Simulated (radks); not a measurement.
Problem. Species: the fluorine ion F2+. Configuration: [He] 2s2 2p2 7f1 (not the ground configuration). Method: Dirac Kohn-Sham, PBE, spin-unpolarised, spherical densities, point nucleus; open shells are shared between the two j in proportion to 2j + 1; computed with a radial shooting solver on a logarithmic mesh with Libxc functionals.

Spin-orbit splittings of the eigenvalues, e(l+1/2) - e(l-1/2), with zeta = 2 splitting/(2l+1) and mean radii in bohr:

shell  occ.  splitting (eV)  zeta (eV)  <r> j=l-1/2  <r> j=l+1/2
2p        2          0.1009    0.06729       0.8279       0.8291
7f        1               ?          ?        21.68        21.68

Estimate the 7f splitting.

Solution. 0.00002295 eV (zeta = 6.557e-06 eV).
